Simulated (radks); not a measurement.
The numbers below are computed, except where a source is named.
Problem. Ionisation of neutral fluorine, [He] 2s2 2p5, to F+, [He] 2s2 2p4, under several functionals. Dirac Kohn-Sham, spin-unpolarised, spherical densities, finite nucleus; open shells fill j = l - 1/2 first; a radial shooting solver on a logarithmic mesh with Libxc functionals. Known Delta-SCF values: revPBE 19.297 eV. What does B86b exchange with PBE correlation give, and what is its highest occupied eigenvalue?

Solution. 19.402 eV by Delta-SCF; the 2p3/2 eigenvalue is -11.119 eV. NIST: 17.423 eV (measured).

Beside tabulated values, note that spin-unpolarised runs miss the spin-polarisation part of the exchange energy of open shells.
